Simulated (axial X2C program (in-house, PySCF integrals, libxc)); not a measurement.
**Spectroscopic constants of InS**

Computed with an axial X2C code built on PySCF integrals. Spin-free means the one-electron spin-free X2C Hamiltonian; two-component (2c) means X2C with spin–orbit coupling and atomic mean-field two-electron Coulomb and Gaunt terms, so the difference of the two also holds small scalar two-electron terms. Basis: In dyall-cv3z [11s12p9d4f1g], S dyall-av3z [9s8p3d2f] (cores contracted in-house); Gaussian nuclei, density fitting, unrestricted open shells. Masses: In 114.904 u, S 31.972 u.

State, spin-free: M_S = 1/2, Λ = 0 (beyond evenly filled blocks: σα); electrons by block: σα: 15, σβ: 14, π+α: 7, π+β: 7, π-α: 7, π-β: 7, δ+α: 2, δ+β: 2, δ-α: 2, δ-β: 2. Fragments: In + S.

State, 2c: Ω = 1/2 (⟨Sz⟩ = 0.50, ⟨Lz⟩ = 0.00 at PBE); electrons by block: 1/2: 22, -1/2: 21, 3/2: 9, -3/2: 9, 5/2: 2, -5/2: 2. Fragments: In + S.

| Hamiltonian | level | Re (Å) | ωe (cm⁻¹) | ωexe (cm⁻¹) | Be (cm⁻¹) | αe (cm⁻¹) | De (eV) | k (mdyn/Å) | μ (D) |
| --- | --- | --- | --- | --- | --- | --- | --- | --- | --- |
| spin-free | PBE0 | 2.275 | 374.3 | 2.01 | 0.1302 | 0.000797 | 3.24 | 2.06 | -4.27 |
| spin-free | HF | 2.352 | 294.2 | 0.695 | 0.1219 | 0.000735 | 1.60 | 1.28 | -4.84 |
| spin-free | CCSD | 2.299 | 351.7 | 1.97 | 0.1275 | 0.000838 | 2.89 | 1.82 | n/a |
| spin-free | CCSD(T) | 2.288 | 365.5 | 2.15 | 0.1287 | 0.000842 | 3.07 | 1.97 | n/a |
| spin-free | BHandHLYP | 2.303 | 344.2 | 1.77 | 0.1271 | 0.000843 | 2.85 | 1.75 | -4.47 |
| spin-free | B3LYP | 2.311 | 347.0 | 1.86 | 0.1262 | 0.000804 | 3.12 | 1.77 | -4.20 |
| spin-free | PBE | 2.292 | 367.1 | 1.87 | 0.1283 | 0.000754 | 3.46 | 1.99 | -3.99 |
| 2c | PBE | 2.292 | 367.2 | 1.87 | 0.1283 | 0.000753 | n/a | 1.99 | -3.98 |

Correlated methods: 19 electrons correlated (number of frozen shells: In 4 s, 3 p, 1 d; S 2 s, 1 p), 259 virtual spin orbitals or spinors in MP2, 140 natural virtuals in coupled cluster.

Dipoles are positive if S is the positive end.

Occupations by symmetry block were frozen at the best pattern of an incomplete PBE0 search. De is counted from the lowest determinant-based energies of the atoms at the same level, without counterpoise correction. De is not given where an atomic determinant may have missed its ground term or J level, or where the truncated virtual space spoils (T). Density functionals use the spin component along the axis (collinear). Coupled cluster ran in a truncated set of natural virtual spinors; the MP2 energy of the rest was added. (T) has no such correction and the atoms are truncated less, which lowers De at CCSD(T) by a hundredth of an eV or more. PBE0 can misorder states that lie within some tenths of an eV, so this need not be the ground state of the molecule. The nearest other spin-free determinant of the search, M_S = 1/2, Λ = 1, lies 0.38 eV up at the distance of the search. The functionals have no current-density term, which raises determinants with orbital currents, atoms included. At some level and bond length an empty orbital lies below a filled one.

No reliable constants came from B3LYP (2c), BHandHLYP (2c), CCSD (2c), CCSD(T) (2c), HF (2c), MP2 (2c), MP2 (spin-free), PBE0 (2c): no minimum in range, unconverged points, a curve that is not smooth, a change of character along it, or the two Hamiltonians disagreeing along it.

Rough cost a point (2c) on 2 thread(s) of a shared host, integrals apart: PBE 3 s.

The whole task took 42 min on 2 threads of AMD EPYC (Zen 3), with other jobs on the host.
